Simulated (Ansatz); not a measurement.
(I2Ga-mu-OH)2 (Ga2I4O2H2) was relaxed with PBE-D4 (def2-SVP) in Ansatz in these states: charge +1 doublet, neutral singlet. The geometries follow in no particular order.

In the def2 sets I takes a core potential; there is no spin–orbit coupling.

A:

```
atom   x (Å)   y (Å)   z (Å)
 Ga1   0.327   1.348   0.559
  I2   1.741   1.955   2.520
  I3  -0.848   3.042  -0.877
  O4  -0.877  -0.157   0.953
 Ga5  -0.172  -1.441  -0.360
  I6   0.769  -3.475   0.730
  I7  -1.664  -1.519  -2.380
  O8   1.175  -0.023  -0.570
  H9  -1.836   0.028   0.911
 H10   1.387   0.242  -1.487
```

B:

```
atom    x (Å)    y (Å)    z (Å)
 Ga1  -0.9233   1.1530  -0.1700
  I2  -2.1418   2.7935  -1.5276
  I3  -1.2235   1.2518   2.4126
  O4   0.9714   0.7820  -0.4030
 Ga5   0.9412  -1.1435  -0.1322
  I6   2.3179  -2.6994  -1.4371
  I7   0.9346  -1.4062   2.4564
  O8  -0.9144  -0.7516  -0.5632
  H9   1.7067   1.3828  -0.1764
 H10  -1.6688  -1.3625  -0.4595
```

Problem. Judge from the bond lengths which geometry belongs to which state (an estimate).

Solution. A is the neutral singlet (Ga5–I7 2.513 Å, Ga1–I3 2.513 Å, Ga1–I2 2.492 Å); B is the charge +1 doublet (Ga5–I7 2.602 Å, Ga1–I3 2.602 Å, Ga1–I2 2.453 Å).
